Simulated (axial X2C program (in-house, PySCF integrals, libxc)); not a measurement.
**Bond lengths and stretching modes, held linear, of HCuH**

Calculated with an in-house all-electron X2C program for linear molecules (integrals from PySCF): two-component X2C with atomic mean-field Coulomb and Gaunt terms, Gaussian nuclei, basis H dyall-v3z, Cu dyall-v3z with contracted cores. Spin-free rows use the one-electron spin-free X2C Hamiltonian.

Masses H 1.008, Cu 62.930, H 1.008 u. States: 2c Ω = 1/2 (beyond evenly filled blocks: ω = 1/2); spin-free M_S = 1/2, Λ = 0 (beyond evenly filled blocks: σα).

HF, 2c: energies above the lowest point

```
r(H–Cu) (Å)  r(Cu–H) (Å)  E (meV)
     1.5239       1.5239    43.40
     1.5239       1.5630    21.30
     1.5239       1.6021    20.44
     1.5630       1.5239    21.30
     1.5630       1.5630     0.06
     1.5630       1.6021     0.00
     1.5630       1.6412    18.11
     1.6021       1.5239    20.44
     1.6021       1.5630     0.00
     1.6021       1.6021     0.70
     1.6412       1.5630    18.11
     1.6412       1.6412    39.04
```

Problem. Fit a quadratic surface with cubic terms in each bond: where is the minimum, and what are the two stretching wavenumbers?

Solution. At HF, 2c: bonds 1.582 and 1.582 Å; harmonic stretches 1858.4 and 1901.1 cm⁻¹; force constants 2.07, 2.07 and coupling 0.08 mdyn/Å.

The other levels and Hamiltonians give:

```csv
Hamiltonian,level,r(H–Cu) (Å),r(Cu–H) (Å),lower stretch (cm⁻¹),upper stretch (cm⁻¹)
2c,PBE0,1.521,1.521,1766.8,1904.9
2c,BHandHLYP,1.534,1.534,1839.5,1937.4
2c,MP2,1.505,1.505,1909.3,1973.5
spin-free,PBE0,1.521,1.521,1767.6,1906.0
spin-free,HF,1.580,1.580,1858.7,1905.6
spin-free,BHandHLYP,1.534,1.534,1839.7,1938.7
spin-free,MP2,1.503,1.503,1903.9,1976.1
```

Each state is one determinant, the lowest of a limited PBE0 search; the stretches come from a fit to these few points and carry an uncertainty of a few per cent. Other orders of the atoms were not compared. MP2 freezes inner shells (threshold -2 hartree). The molecule was held linear; bending was not examined, so a bent shape may lie lower.
